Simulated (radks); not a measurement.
The technetium ion Tc2+, [Kr] 4d5. Calculated with a radial shooting solver on a logarithmic mesh with Libxc functionals: non-relativistic Kohn-Sham, r2SCAN, spin-polarised, spherical densities, point nucleus; meta-GGA in the generalised Kohn-Sham scheme. Every spin shell is full or empty, so the densities are truly spherical. Functionals are evaluated on that one density, not self-consistently. Rank these orbital-free kinetic functionals by their error against the exact value of the orbitals, and give that value: Thomas-Fermi, von Weizsacker, TF + vW, TF + vW/5, LC94, APBEK, Perdew 92, Thakkar, Pearson, DePristo-Kress, Ernzerhof.

Answer. Exact: 4204.23 hartree. From best to worst, with 100 (|E| - |E exact|)/|E exact| (equal figures are ties): DePristo-Kress -0.05, LC94 +0.09, APBEK +0.16, Ernzerhof -0.35, Thakkar -0.49, Perdew 92 -0.65, Pearson -0.94, TF + vW/5 +3.23, Thomas-Fermi -5.52, TF + vW +38.22, von Weizsacker -56.26.
